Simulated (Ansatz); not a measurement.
GeEt2Me2 (C₆H₁₆Ge), relaxed as a singlet with RKS r2SCAN-D4/def2-SVP in Ansatz, starting from the GFN2-xTB geometry. Force threshold 0.02 eV/Å.

Start:

```xyz
23

Ge   -0.0635   -0.3432   -0.2262
C    -0.8161    0.8405   -1.6616
C    -1.5657    2.0504   -1.1246
H    -1.4856    0.2429   -2.2817
H    -0.0021    1.1716   -2.3074
H    -1.9638    2.6540   -1.9393
H    -2.3964    1.7366   -0.4957
H    -0.9057    2.6768   -0.5279
C     1.3078    0.6578    0.8413
C     1.9677   -0.1905    1.9182
H     0.8311    1.5233    1.3031
H     2.0693    1.0418    0.1613
H     2.7032    0.3898    2.4743
H     1.2249   -0.5620    2.6213
H     2.4734   -1.0460    1.4752
C     0.7744   -1.9334   -1.0825
H     1.1198   -2.6376   -0.3315
H     1.6250   -1.6434   -1.6928
H     0.0595   -2.4452   -1.7198
C    -1.5272   -0.9559    0.9752
H    -1.1628   -1.7051    1.6719
H    -2.3365   -1.3960    0.3990
H    -1.9307   -0.1271    1.5502
```

```json
{"step": "1", "energy (eV)": "-62986.2042", "largest force component (eV/Å)": "0.797", "SCF passes": "18"}
{"step": "2", "energy (eV)": "-62986.3048", "largest force component (eV/Å)": "0.317", "SCF passes": "19"}
{"step": "3", "energy (eV)": "-62986.3139", "largest force component (eV/Å)": "0.048", "SCF passes": "20"}
{"step": "4", "energy (eV)": "-62986.3146", "largest force component (eV/Å)": "0.019", "SCF passes": "20"}
```

Force components are those of the run's own axes.

End:

```xyz
23

Ge   -0.064   -0.348   -0.238
C    -0.806    0.822   -1.637
C    -1.548    2.046   -1.099
H    -1.477    0.209   -2.265
H     0.026    1.131   -2.295
H    -1.952    2.676   -1.910
H    -2.399    1.756   -0.460
H    -0.889    2.687   -0.490
C     1.279    0.640    0.811
C     1.944   -0.195    1.906
H     0.786    1.526    1.250
H     2.036    1.030    0.107
H     2.688    0.386    2.477
H     1.206   -0.577    2.630
H     2.469   -1.070    1.487
C     0.773   -1.912   -1.072
H     1.158   -2.609   -0.311
H     1.613   -1.610   -1.717
H     0.044   -2.456   -1.692
C    -1.506   -0.942    0.952
H    -1.129   -1.666    1.692
H    -2.308   -1.431    0.376
H    -1.945   -0.093    1.499
```

By distances, no bond broke or formed. The bond that changes most is Ge1–C2, from 2.01 to 1.97 Å (atoms count from 1).

No frequencies were taken in this run, so the end may be a saddle point.

Hardware: 2 threads of AMD EPYC 7R13 on a shared host and a share (18 GiB) of an NVIDIA H100 80GB HBM3. Wall time 16 s, peak host memory 0.85 GiB.
